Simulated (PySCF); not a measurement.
## Carbon: a sound run and one with changed settings

Sound run: C⁺ [He] 2s2 2p1, C²⁺ [He] 2s2. Calculation: PySCF 2.14, in def2-SVP (3s2p1d, 14 functions); no relativity, point nucleus. The sound run starts from symmetry-adapted Hartree-Fock orbitals and uses a fine grid where one is needed.

A second run was set up differently.

```csv
species,method,sound run (hartree),changed run (hartree),converged
C⁺,UHF,-37.24419,-37.24379,no
C⁺,PBE0,-37.33501,-37.33499,no
C⁺,B3LYP,-37.38787,-37.38786,no
C²⁺,UHF,-36.35086,-36.35086,no
C²⁺,PBE0,-36.41693,-36.41693,no
C²⁺,B3LYP,-36.46210,-36.46210,no
```

(1) What was changed?
A. a valence shell is frozen
B. minimal basis
C. basis contracted for another Hamiltonian
D. too few SCF iterations

Results:

(1) D. It used initial guess minao, at most 3 SCF cycles. The SCF was stopped early; the energies are upper bounds that still move, and correlated levels were skipped or rest on poor orbitals.
